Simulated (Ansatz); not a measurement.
Ansatz (a program for electronic structure) input:

Ansatz 0.2 input:
```yaml
crystal:
  periodic: [false, false, false]
  atoms:
    - {symbol: Si, position_ang: [-0.00507796, -0.01455861, 0.31611006]}
    - {symbol: O, position_ang: [0.74577885, 1.38190277, -0.08669557]}
    - {symbol: C, position_ang: [0.09025240, 2.62417067, -0.26420517]}
    - {symbol: O, position_ang: [-1.21005323, -0.17803327, -0.78213970]}
    - {symbol: C, position_ang: [-2.08427621, -1.29259983, -0.85504830]}
    - {symbol: O, position_ang: [1.13819143, -1.17459705, 0.26366920]}
    - {symbol: C, position_ang: [2.16763570, -1.24941023, -0.71139391]}
    - {symbol: N, position_ang: [-0.68757557, -0.11876933, 1.87073026]}
    - {symbol: H, position_ang: [-0.66033129, 2.56348395, -1.05644133]}
    - {symbol: H, position_ang: [0.83828783, 3.36760685, -0.54035360]}
    - {symbol: H, position_ang: [-0.39748828, 2.94946930, 0.66077598]}
    - {symbol: H, position_ang: [-2.90337459, -1.03896002, -1.52842484]}
    - {symbol: H, position_ang: [-1.56378293, -2.16994321, -1.24842875]}
    - {symbol: H, position_ang: [-2.49459623, -1.54478875, 0.12652080]}
    - {symbol: H, position_ang: [2.83804153, -2.06134665, -0.42965071]}
    - {symbol: H, position_ang: [2.73235409, -0.31614300, -0.75970091]}
    - {symbol: H, position_ang: [1.75516531, -1.46186134, -1.70181495]}
    - {symbol: H, position_ang: [-0.12226975, -0.28545576, 2.68611583]}
    - {symbol: H, position_ang: [-1.57089283, 0.30600108, 2.09596255]}
basis:
  gaussian:
    orbitals: STO-3G
magnetization: {spin_polarized: false}
correlation: {method: ccsd_t, electrons: outside_noble_gas}
```

Task: Which total energy does the run end on?

Result: -680.01599 Eh (CCSD(T)/STO-3G). The basis has 55 functions.
